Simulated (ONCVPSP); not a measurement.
## An odd input for ONCVPSP 4.0.1 (Zn)

Command:

```bash
oncvpsp.x < Zn.dat > Zn.out
```

Input:

```
# ATOM AND REFERENCE CONFIGURATION
# atsym  z   nc   nv     iexc    psfile
  Zn 30.00    3    4        4      upf
#
#   n    l    f
    1    0    2.00
    2    0    2.00
    2    1    6.00
    3    0    2.00
    3    1    6.00
    3    2   10.00
    4    0    2.00
#
# PSEUDOPOTENTIAL AND OPTIMIZATION
# lmax
    2
#
#   l,   rc,      ep,       ncon, nbas, qcut
    0    1.30    0.00    5    8    8.90
    1    0.65    0.00    4    7   15.00
    2    0.95    0.00    4    9   14.00
#
# LOCAL POTENTIAL
# lloc, lpopt,  rc(5),   dvloc0
    4    7    0.65    6.00
#
# VANDERBILT-KLEINMAN-BYLANDER PROJECTORs
# l, nproj, debl
    0    2    2.40
    1    1    0.50
    2    3    1.70
#
# MODEL CORE CHARGE
# icmod, fcfact, rcfact
    3    5.75    1.55
#
# LOG DERIVATIVE ANALYSIS
# epsh1, epsh2, depsh
   -6.00    5.00    0.04
#
# OUTPUT GRID
# rlmax, drl
    6.00    0.01
#
# TEST CONFIGURATIONS
# ncnf
    4
# nvcnf
#   n    l    f
    4
    3    0    2.00
    3    1    6.00
    3    2   10.00
    4    0    1.00
#
    4
    3    0    2.00
    3    1    6.00
    3    2   10.00
    4    0    0.00
#
    4
    3    0    2.00
    3    1    6.00
    3    2    9.00
    4    0    0.00
#
    5
    3    0    2.00
    3    1    6.00
    3    2   10.00
    4    0    0.00
    4    1    2.00
#
```

This is an input that runs to its end, with one change: lpopt set to 7.

Problem. How does the run end?

Solution. The program refuses the input: "test_data: must have 1 <= lpopt <= 5".

```
ONCVPSP  (Optimized Norm-Conservinng Vanderbilt PSeudopotential)
scalar-relativistic version 4.0.1

test_data: must have 1 <= lpopt <= 5
ERROR: test_data found   1 ERROR; stopping
```
